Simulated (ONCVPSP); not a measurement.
What the settings do to the ONCV potential of gallium

Base potential:

```
Element                 : Ga (Z = 31)
Generator               : ONCVPSP 4.0.1
Type                    : optimised norm-conserving Vanderbilt (ONCV)
Functional              : PBE
Relativity              : scalar-relativistic
Frozen core             : [Ar] 3d10
Valence charge          : 3
Reference configuration : 4s1 (charge +2)
Partial waves           : 4s: rc 1.80 bohr, ncon 4, nbas 7, qcut 4 1/bohr, 3 projectors, debl 1.3 Ha; p scattering state at 0.15 Ha: rc 1.70 bohr, ncon 4, nbas 8, qcut 4.4 1/bohr, 2 projectors, debl 3.2 Ha
Local potential         : polynomial inside 1.15 bohr (lpopt 5, dvloc0 0 Ha)
Core correction         : Teter function, fcfact 1.75, rcfact 1.4
```

In the p channel the program set the typed energies aside and used 0.050, 3.250 Ha.

Cutoffs, loose and tight: the cutoffs (Ha) at which the residual kinetic energy of the hardest occupied pseudo-wave falls to 1 and 0.1 mHa per electron. They do not see the model core or the augmentation charge, which bear on the density cutoff. Test errors are all-electron minus pseudo excitation energies from the reference, over the configurations 4s2 4p1; 4s2; 4s2 4p0.5; 4s1 4p1. A dash means not determined; rows that change the core or the reference have their own tests.

A true bound ghost makes a file unfit for plane-wave use even where its test errors are small: the radial tests pick states by their node count and pass the ghost by.

| change | outcome | cutoff, loose | cutoff, tight | bound ghosts | GHOST(+) flags above zero | largest test error (meV) |
| --- | --- | --- | --- | --- | --- | --- |
| base | generated, projector energies reset by the program | 7.9 Ha | 27 Ha | s | s, p | +97 |
| local potential polynomial inside 1.15 bohr (lpopt 5, dvloc0 -2.5 Ha) | generated, projector energies reset by the program | 7.9 Ha | 27 Ha | s | s | +97 |
| local potential polynomial inside 1.15 bohr (lpopt 5, dvloc0 -0.5 Ha) | generated, projector energies reset by the program | 7.9 Ha | 27 Ha | s | s, p | +97 |
| local potential polynomial inside 1.15 bohr (lpopt 5, dvloc0 1 Ha) | generated, projector energies reset by the program | 7.9 Ha | 27 Ha | s | s, p | +97 |
| local potential polynomial inside 1.15 bohr (lpopt 5, dvloc0 3 Ha) | generated, projector energies reset by the program | 7.9 Ha | 27 Ha | s | s, p | +96 |
| local potential polynomial inside 1.15 bohr (lpopt 5, dvloc0 4 Ha) | generated, projector energies reset by the program | 7.9 Ha | 27 Ha | s | none | +96 |
| local potential polynomial inside 1.15 bohr (lpopt 5, dvloc0 6.5 Ha) | generated, projector energies reset by the program | 7.9 Ha | 27 Ha | s | s | +96 |
| local potential polynomial inside 1.15 bohr (lpopt 5, dvloc0 7.5 Ha) | generated, projector energies reset by the program | 7.9 Ha | 27 Ha | s | s | +95 |
| local potential polynomial inside 1.15 bohr (lpopt 5, dvloc0 9.5 Ha) | generated, projector energies reset by the program | 7.9 Ha | 27 Ha | s | none | +95 |

Reading the sweep of the dvloc0 (base included, trends over the rows without a ghost): Bound ghosts are found at -2.5, -0.5, 0, 1, 3, 4, 6.5, 7.5, 9.5 Ha. Every judged row has one, so this setting neither creates nor removes them.
